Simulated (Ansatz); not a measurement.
Computed with Ansatz on PBE0-D4/def2-TZVP structures; ΔE is electronic, products minus reactants. CCSD(T)/CBS adds triple-zeta CCSD(T) − MP2 to the extrapolated MP2 energy (def2 sets, frozen cores). This one scheme is used for every species, atoms too. DFT in def2-TZVPP. HSE06 is defined as in plane-wave codes. No spin–orbit coupling; open shells (•) take unrestricted orbitals. Spin–orbit coupling would lower the free atoms: strongly for In. Elements past krypton have def2 core potentials. Bonds to In are less sure, by a few kJ/mol each and by 10 to 20 or more in all where they break to atoms, as the def2 sets lack core-valence functions. Each species was taken in one conformer, which may not be the lowest.

Consider the atomization: `[NH2][InH][NH2]` → 5 H• + In• + 2 N•.

`[NH2][InH][NH2]`:

```xyz
8

N    -0.002   -0.848   -1.492
In   -0.650   -0.248    0.322
N     0.597    1.075    1.197
H     0.968   -0.720   -1.737
H    -0.336   -1.717   -1.879
H    -2.094   -0.799    1.038
H     0.250    1.684    1.922
H     1.267    1.572    0.630
```

| species | HSE06 energy (Eh) |
| --- | --- |
| `[NH2][InH][NH2]` | -302.56125 |
| H• | -0.50075 |
| In• | -190.11286 |
| N• | -54.54099 |

(1) Work out ΔE.

Largest T1 diagnostic among the species: 0.015.

## Answers

(1) ΔE = 5 × (-0.50075) + 2 × (-54.54099) + (-190.11286) − (-302.56125) = 0.86266 Eh = +541.3 kcal/mol. CCSD(T)/CBS gives +553.9 kcal/mol.

From r2SCAN to r2SCAN0 (25 % exact exchange), in def2-TZVPP and without D4, ΔE moves by −11.6 kcal/mol: exact exchange takes away binding that semilocal exchange gives to molecules. Leaving LDA and LC-ωPBE aside and taking each functional with its dispersion term where it has one, the values, not all of them listed here, spread over 28.8 kcal/mol, from BHLYP-D4 to PBE-D4. LDA lies +80.7 kcal/mol from PBE without D4, its usual overbinding. The D4 term adds +4.4 kcal/mol with B3LYP and +2.3 kcal/mol with PBE0; it sums over pairs of atoms, weighted by their polarisabilities, and B3LYP, whose exchange is more repulsive, gets the larger term.

B3LYP here is the variant with VWN-RPA as its local correlation; programs differ in this.

For atomizations the MP2-based limit and the directly extrapolated one differ by several kJ/mol either way, and by 10 to 25 for some Ge, Se and Sn compounds, so smaller differences from it don't rank the levels.
